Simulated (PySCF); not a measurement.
## Electron correlation in Zr⁺ (zirconium, charge +1)

[Kr] 4d2 5s1, high-spin 4F determinant. Calculation: PySCF 2.14, in aug-cc-pwCVTZ-PP with ECP28MDF (8s8p7d4f3g, 122 functions); a scalar-relativistic core potential. Frozen: 4s2 4p6; 3 electrons correlated.

MP2 pair energies summed by pair of shells (mhartree):

```
 pair  energy  share (%)
4d-5s   -8.74       68.4
4d-4d   -4.05       31.6
```

Total MP2 correlation energy: -12.79 mhartree.

Same-spin part -12.79 and opposite-spin part 0.00 mhartree; SCS-MP2 scales them by 1/3 and 6/5 to -4.26 mhartree.
